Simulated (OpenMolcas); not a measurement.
**CH2BFS (SMILES FB1CS1): the energy, rung by rung**

CH2BFS has 6 atoms, charge 0, and is taken as a singlet. As SMILES, `FB1CS1`. The coordinates come from a GFN2-xTB relaxation.

| atom | x (Å) | y (Å) | z (Å) |
| --- | --- | --- | --- |
| F | -0.3112 | -2.0960 | 0.2964 |
| B | -0.3257 | -0.8208 | 0.0067 |
| C | 0.3838 | 0.5348 | 0.0886 |
| S | -1.2770 | 0.4033 | -0.7787 |
| H | 1.1845 | 0.8168 | -0.5828 |
| H | 0.3456 | 1.1619 | 0.9697 |

Quantity: the energy change with the C3–H5 bond stretched from 1.082 to 2.381 Å, in eV. The values are calculated.

```
                          level           kind     program  value (eV)  CPU time (all runs)
 SVWN5/aug-cc-pVDZ (restricted)            LDA  OpenMolcas        4.21                 77 s
  BLYP/aug-cc-pVDZ (restricted)            GGA  OpenMolcas        4.00              1.7 min
   PBE/aug-cc-pVDZ (restricted)            GGA  OpenMolcas        4.13              1.7 min
revPBE/aug-cc-pVDZ (restricted)            GGA  OpenMolcas        4.08              1.7 min
 M06-L/aug-cc-pVDZ (restricted)       meta-GGA  OpenMolcas        4.44              2.3 min
  TPSS/aug-cc-pVDZ (restricted)       meta-GGA  OpenMolcas        4.25              2.3 min
r2SCAN/aug-cc-pVDZ (restricted)       meta-GGA  OpenMolcas        4.39              2.4 min
  PBE0/aug-cc-pVDZ (restricted)  global hybrid  OpenMolcas        4.64                 92 s
```

The first shape isn't each level's own minimum. The values span 4.00 to 4.64 eV. Times are those of the runs behind each value, whatever else they computed, on shared processors of several kinds: orders of magnitude only.
